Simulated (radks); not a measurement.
Question: The mean radii <r> (bohr) of the occupied orbitals of an atom or ion are listed with their occupations. All-electron calculation, scalar-relativistic Kohn-Sham, r2SCAN, spin-polarised, spherical densities, finite nucleus; meta-GGA in the generalised Kohn-Sham scheme; Fermi nuclear charge, rms radius of each element as measured or else 0.836 A^(1/3) + 0.57 fm. Program: a radial shooting solver on a logarithmic mesh with Libxc functionals.

orbital  occ.      <r>
1s up       1  0.04030
1s down     1  0.04030
2s up       1   0.1777
2s down     1   0.1777
2p up       3   0.1551
2p down     3   0.1551
3s up       1   0.5094
3s down     1   0.5094
3p up       3   0.5180
3p down     3   0.5180
3d up       5   0.5253
3d down     5   0.5253
4s up       1    1.461
4s down     1    1.462
4p up       3    1.726
4p down     3    1.719
5s up       1    5.219

Name the element and its charge. Open shells, if any, are filled with parallel spins first.

Answer: Z = 37, rubidium, charge 0: Rb in [Kr] 5s1. The 1s radius gives Z: for a bare nucleus <r> = (2 gamma + 1)/(2Z) with gamma = sqrt(1 - (Z/c)^2), 0.03954 bohr for Z = 37, and screening makes it slightly larger (0.04030 here). The occupations add up to 37, and the charge is Z minus that.
